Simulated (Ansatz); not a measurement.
Calculated with Ansatz (gas phase, PBE0-D4/def2-TZVP geometries, no zero-point term in ΔE). CBS: MP2 limit from def2 TZ/QZ plus the TZ coupled-cluster correction, frozen cores. This one scheme is used for every species. Functionals use def2-TZVPP. B3LYP here is the variant with VWN-RPA as its local correlation; programs differ in this. For Ti outer-core shells are correlated without core-valence functions, which leaves a few kJ/mol of doubt a bond. Scalar relativity is left out up to krypton. Each species was taken in one conformer, which may not be the lowest.

Consider the ligand exchange at a Ti–O bond: `[OH][Ti]([OH])([OH])[Cl]` + NH₃ → `[NH2][Ti]([OH])([OH])[Cl]` + H₂O.

```csv
level,ΔE (kJ/mol)
r2SCAN-D4,57.4
BHLYP-D4,54.4
PBE,55.8
BLYP,58.9
B3LYP,57.2
r2SCANh,56.9
RPA@PBE/def2-TZVPP,50.7
MP2/CBS(def2),46.5
```

**Question.** What does CCSD(T)/CBS give? (Best estimate.)

**Answer.** The calculation gave: +47.0 kJ/mol. The listed levels differ from it by 10.4, 7.4, 8.8, 11.9, 10.2, 9.9, 3.7, -0.5 kJ/mol.

Largest T1 diagnostic among the species: 0.024, so the coupled-cluster value is less sure than usual.

In def2-TZVPP, CCSD(T) changes the Hartree–Fock value by −9.0 kJ/mol (the triples alone add −1.3 kJ/mol) and MP2 by −9.5 kJ/mol. Leaving LDA and LC-ωPBE aside and taking each functional with its dispersion term where it has one, the values, not all of them listed here, spread over 7.1 kJ/mol, from revPBE-D4 to B97M-V.
